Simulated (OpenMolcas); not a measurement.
Ti2+ in a ligand field

Ti2+ with 4 ligands (bromide) in tetrahedral coordination (Td) at 2.64 Å. A charge of +0.5 e stands 2.6 Å behind each ligand. Ligand basis ANO-RCC-VDZP.
```
Ti    0.0000    0.0000    0.0000
Br    1.5242    1.5242    1.5242
Br    1.5242   -1.5242   -1.5242
Br   -1.5242    1.5242   -1.5242
Br   -1.5242   -1.5242    1.5242
```

```
Program             : OpenMolcas 26.06
Method              : SS-CASPT2, IPEA 0.25 Eh, imaginary shift 0.1 Eh (closed shells correlated: 3s 3p and the ligand valence shells)
Basis               : ANO-RCC-VTZP [6s5p3d2f1g]
Scalar Hamiltonian  : DKH2, point nucleus
Active space        : 2 electrons in 5 orbitals (3d)
State averaging     : 2S+1 = 3 even, 10 roots; 2S+1 = 1 even, 15 roots
Spin-orbit coupling : RASSI with atomic mean-field integrals over the reference wave functions
```

The lowest spin-free states (labels of Td), above the lowest:

```json
{"State": "3A2", "Degeneracy": "1", "E (cm-1)": "0", "Free-ion L (%)": "F (100)"}
{"State": "3T2", "Degeneracy": "3", "E (cm-1)": "1880", "Free-ion L (%)": "F (100)"}
{"State": "3T1", "Degeneracy": "3", "E (cm-1)": "3510", "Free-ion L (%)": "F (99)"}
{"State": "1E", "Degeneracy": "2", "E (cm-1)": "7300", "Free-ion L (%)": "D (89)"}
{"State": "1T2", "Degeneracy": "3", "E (cm-1)": "8670", "Free-ion L (%)": "D (95)"}
{"State": "3T1", "Degeneracy": "3", "E (cm-1)": "11530", "Free-ion L (%)": "P (99)"}
{"State": "1A1", "Degeneracy": "1", "E (cm-1)": "12850", "Free-ion L (%)": "G (99)"}
{"State": "1T1", "Degeneracy": "3", "E (cm-1)": "13810", "Free-ion L (%)": "G (100)"}
{"State": "1E", "Degeneracy": "2", "E (cm-1)": "15050", "Free-ion L (%)": "G (89)"}
{"State": "1T2", "Degeneracy": "3", "E (cm-1)": "15350", "Free-ion L (%)": "G (95)"}
{"State": "1A1", "Degeneracy": "1", "E (cm-1)": "29630", "Free-ion L (%)": "S (99)"}
```

The lowest levels with spin-orbit coupling:

```tsv
E (cm-1)	Degeneracy	Label	2S+1
0	3	T2	3
1870	1	A2	3
1890	2	E	3
1890	3	T2	3
1900	3	T1	3
3470	3	T2	3
3480	2	E	3
3600	3	T1	3
3650	1	A1	3
7310	2	E	1
8680	3	T2	1
11430	1	A1	3
11490	3	T1	3
11600	2	E	3
11600	3	T2	3
12870	1	A1	1
13830	3	T1	1
15070	2	E	1
15370	3	T2	1
29650	1	A1	1
```

Electric-dipole absorption from the lowest level at this geometry, strongest bands:

```tsv
E (cm-1)	λ (nm)	Label	f
3470	2880	T2	4.82e-05
3480	2880	E	3.19e-05
3600	2780	T1	3.67e-05
3650	2740	A1	1.08e-05
11430	875	A1	1.20e-04
11490	870	T1	3.65e-04
11600	862	E	2.51e-04
11600	862	T2	3.76e-04
```

Powder χT (cm3 K/mol): 0.794 at 2 K, 0.801 at 10 K, 0.839 at 50 K, 0.887 at 100 K, 0.982 at 200 K, 1.08 at 300 K. The effective moment at 300 K is 2.828 √(χT) = 2.94 μB.

The lowest level has 2S+1 = 3, for which the spin-only value is χT = S(S+1) / 2 = 1.000 cm3 K/mol (g = 2). The computed 1.078 at 300 K differs by +0.078, through orbital momentum, spin-orbit coupling and any other state in reach.

Roots that are degenerate in the reference are averaged as groups; the widest CASPT2 spread within a group is 810 cm-1 (the 3-fold group of multiplicity 3 near 1880 cm-1 above the lowest state of its run). Shifts and gaps below about the spread of the groups concerned are not significant. Over all roots computed the reference weight is 0.74 to 0.76; a low but even weight reflects the number of correlated electrons. Ligand-to-metal charge-transfer states are missing. These CASPT2 states fit no ligand-field parameters well, so their order and spin gaps are uncertain. With no ligand orbital active B as a rule stays too high, so bands that hang on it stand too high and its fall with covalency is understated. With one d shell and no ligand orbital active, 10Dq can be off by tens of per cent for divalent 3d ions, low with halides held by bare charges and at times high in hosts. Free-ion shares, where given, are those of the reference states; single-state CASPT2 does not remix them. No measured value stands beside these numbers; the geometry is a model, was not optimised and need not be the one that this ion takes.

The CASPT2 steps took 5.6 min on 1 thread of Arm Neoverse V2, with other jobs on the host; the integral step is not counted.
